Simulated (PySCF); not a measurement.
From computed data to an observable: chemical shift, span and skew from a shielding tensor

Cl₂H₄SSi₂, SMILES Cl[SiH2]S[SiH2]Cl. Atoms are numbered in the order given.

```xyz
9

Si    -1.3552     0.9022    -0.0738
Cl    -2.6532    -0.4896     0.7422
S      0.0000     0.0000    -1.4737
Si     1.3552    -0.9022    -0.0738
Cl     2.6532     0.4896     0.7422
H     -0.5950     1.5144     1.0468
H     -2.1416     1.8972    -0.8425
H      0.5950    -1.5144     1.0468
H      2.1416    -1.8972    -0.8425
```
Charge 0, spin multiplicity 1.

The structure is a stationary point at r2SCAN-D4/def2-SVP. This is a generated structure with no PubChem entry under its InChIKey; it may be hypothetical. One conformer was computed; it need not be the lowest.

GIAO shieldings from B3LYP/pcSseg-1 run with PySCF, non-relativistic, no solvent. The symmetric part of the tensor of Si1 has the principal values 264.7, 358.7, 386.1 ppm. The same nucleus in TMS has σ = 338.7 ppm at this level (PySCF, at its B3LYP-D3(BJ)/def2-TZVP geometry). Without spin–orbit terms, shifts of atoms bonded to Cl or Br come out too high.

Work out the isotropic shielding, the ²⁹Si shift against TMS, the span and the skew.


σ(iso) = (σ11 + σ22 + σ33)/3 = 336.5 ppm. δ = σ(ref) − σ(iso) = 338.7 − (336.5) = 2.2 ppm.
Span Ω = σ33 − σ11 = 121.4 ppm. Skew κ = 3(σ(iso) − σ22)/Ω = -0.55. Tumbling in solution averages the tensor to δ; in a static solid the shielding alone would spread this spin-1/2 line over Ω.
